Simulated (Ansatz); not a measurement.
Two isomers of BFH4O2Si: A = `O[SiH2]B(O)F`, B = `B[Si](O)(O)F`.

Computed with Ansatz on PBE0-D4/def2-TZVP structures; ΔE is electronic, products minus reactants. CCSD(T)/CBS adds triple-zeta CCSD(T) − MP2 to the extrapolated MP2 energy (def2 sets, frozen cores). DFT in def2-TZVPP. B3LYP here is the variant with VWN-RPA as its local correlation; programs differ in this. One conformer a species, not always the lowest.

**Question.** Which isomer does CCSD(T)/CBS put lower? Give the gap. (Best estimate.)

**Answer.** The calculation gave: A, by 3.8 kcal/mol.

**Question.** Give E(B) − E(A) in kcal/mol with CCSD(T)/def2-SVP, CCSD(T)/def2-TZVPP, PBE-D4, B3LYP, CCSD/def2-TZVPP, PBE0-D4, B2PLYP. (An estimate is asked.)

**Answer.** Ansatz gave: CCSD(T)/def2-SVP 18.7, CCSD(T)/def2-TZVPP 5.2, PBE-D4 10.0, B3LYP 6.9, CCSD/def2-TZVPP 4.3, PBE0-D4 7.9, B2PLYP 5.6. None reverses the order clearly.

**Question.** Does the order hold for the free energy at 298.15 K (harmonic terms from PBE0-D4)? (Estimate.)

**Answer.** Computed: Yes: G(B) − G(A) = +3.4 kcal/mol, for one conformer each. Modes under 60 cm⁻¹, often nearly free rotors, make the harmonic entropy too high.

Largest T1 diagnostic: 0.013.

From r2SCAN to r2SCAN0 (25 % exact exchange), in def2-TZVPP and without D4, E(B) − E(A) moves by −0.9 kcal/mol. Leaving LDA and LC-ωPBE aside and taking each functional with its dispersion term where it has one, the values, not all of them listed here, spread over 6.0 kcal/mol, from BHLYP-D4 to PBE-D4. LDA lies +1.9 kcal/mol from PBE without D4.
